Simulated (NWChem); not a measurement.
CH$_{7}$BN$_{2}$O; SMILES CNB(N)O

```xyz
12

C      0.0161     1.9885    -0.0611
N     -0.6732     0.7203    -0.0027
B     -0.0420    -0.5710     0.0229
N      1.3799    -0.7053     0.0428
O     -0.7886    -1.7477    -0.0157
H     -0.5749     2.7544    -0.6083
H      0.9693     1.8688    -0.6168
H      0.2684     2.4234     0.9380
H     -1.6676     0.7886     0.2145
H      1.8036    -1.6311     0.0359
H      2.0058     0.0291     0.3634
H     -1.7119    -1.5781    -0.2642
```
Atoms are numbered in this order, from 1.

Program: NWChem. Pople sets run with spherical d functions. All runs use the structure optimised with PBE-D3(BJ)/def2-SVP. Vzz is the largest principal value of the second derivative of the potential at the nucleus (NWChem prints the opposite sign); η is the asymmetry. Non-relativistic.

| level | Vzz N2 (a.u.) | η N2 | Vzz B3 (a.u.) | η B3 | Vzz N4 (a.u.) | η N4 | Vzz O5 (a.u.) | η O5 |
|---|---|---|---|---|---|---|---|---|
| PBE/6-31G* | ? | 0.43 | ? | 0.31 | ? | 0.36 | ? | 0.54 |
| PBE/def2-SVP | -0.962 | 0.46 | 0.215 | 0.31 | -0.866 | 0.40 | 1.409 | 0.49 |
| CAM-B3LYP/6-31G* | -0.984 | 0.44 | 0.248 | 0.27 | -0.885 | 0.37 | 1.409 | 0.53 |

### Question
What belongs in the gaps?

### Answer

- PBE/6-31G*, Vzz N2 (a.u.): -0.946
- PBE/6-31G*, Vzz B3 (a.u.): 0.201
- PBE/6-31G*, Vzz N4 (a.u.): -0.852
- PBE/6-31G*, Vzz O5 (a.u.): 1.371
